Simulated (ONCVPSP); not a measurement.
## manganese (Mn): excitation energies, all-electron against ONCV

Mn, optimised norm-conserving Vanderbilt (ONCV), made with ONCVPSP 4.0.1 (PBE, scalar-relativistic). Core [Ne], reference 3s2 3p6 3d5 4s1.5 (charge +0.5). Waves: 3s+4s: rc 1.40 bohr, ncon 4, nbas 7, qcut 7.6 1/bohr, 3 projectors, debl 3.3 Ha; 3p: rc 0.90 bohr, ncon 4, nbas 8, qcut 9.9 1/bohr, 2 projectors, debl 3.6 Ha; 3d: rc 1.45 bohr, ncon 4, nbas 8, qcut 11.8 1/bohr, 2 projectors, debl 2.4 Ha; f scattering state at 0.03 Ha: rc 1.40 bohr, ncon 3, nbas 6, qcut 7.8 1/bohr, 3 projectors, debl 3.5 Ha. Local part: polynomial inside 0.65 bohr (lpopt 5, dvloc0 4 Ha). Core correction: Teter function, fcfact 2.5, rcfact 1.5.

Energies are relative to the spin-unpolarised reference configuration 3s2 3p6 3d5 4s1.5; without spin polarisation the order of configurations can differ from experiment.

```csv
valence configuration,charge,ΔE all-electron (eV),error AE − PS (meV)
3s2 3p6 3d5 4s2,0,-3.361,+0.4
3s2 3p6 3d5 4s0,+2,20.654,-0.3
3s2 3p6 3d5 4s1 4p1,0,0.497,0.0
```

(1) What are ΔE and the potential's error for 3s2 3p6 3d5 4s1?

Levels in the configuration 3s2 3p6 3d5 4s2:

```tsv
level	all-electron (eV)	pseudo (eV)
3s	-85.879	-85.877
3p	-54.593	-54.594
3d	-6.771	-6.769
4s	-5.107	-5.108
```

Answers

(1) ΔE = 5.056 eV all-electron; the error (AE − PS) is -0.3 meV.
